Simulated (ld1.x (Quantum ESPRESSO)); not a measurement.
# PBE PAW dataset for S, scalar-relativistic all-electron reference.

| Quantity | Value |
| --- | --- |
| Element | S |
| Generator | ld1.x (Quantum ESPRESSO) 7.5 |
| Type | PAW |
| Functional | PBE |
| Relativity | scalar-relativistic |
| Frozen core | [Ne] |
| Valence charge | 6 |
| Reference configuration | 3s2 3p2 (charge +2) |
| Partial waves | 3s (bound): rcut 1.05, rcutus 1.40 bohr; 3s channel at -2.6 Ry: rcut 1.05, rcutus 1.40 bohr; 3p (bound): rcut 1.25, rcutus 1.65 bohr; 3p channel at -1.7 Ry: rcut 1.25, rcutus 1.65 bohr |
| Local potential | all-electron potential smoothed inside 1.15 bohr (lloc = -1) |
| Core correction | Bessel-smoothed model core inside 1.30 bohr |
| Augmentation charge | PSQ, inside the norm-conserving radii |

All-electron outer shells of the reference configuration (PBE, scalar-relativistic, ld1.x):

```csv
shell,level (eV),outermost node (bohr),outermost maximum (bohr)
3s,-39.40,0.60,1.37
3p,-27.98,0.57,1.50
```

What the tests gave:

| Property | Result |
| --- | --- |
| Cutoffs needed | 21 Ry and 35 Ry (the cutoffs (Ry, on a coarse ladder) from which the occupation-weighted sum of valence levels, in a spherical-Bessel basis at the reference potential, stays within 10 and 1 mRy of its value at 400 Ry) |
| Ghost test | no extra level below or beside the all-electron valence levels (s, p, d, f tested) (spherical-Bessel basis up to 400 Ry, 20 bohr box) |
| Largest excitation error | -51 meV (all-electron minus pseudo) for 3s2 3p0, out of 7 test configurations |
| Lowest eigenvalue of the overlap operator | 0.45 (s channel) |
| Density cutoff estimated by the generator | 177 Ry |

Generation and tests took about 1.6 s on one core of a shared server CPU.
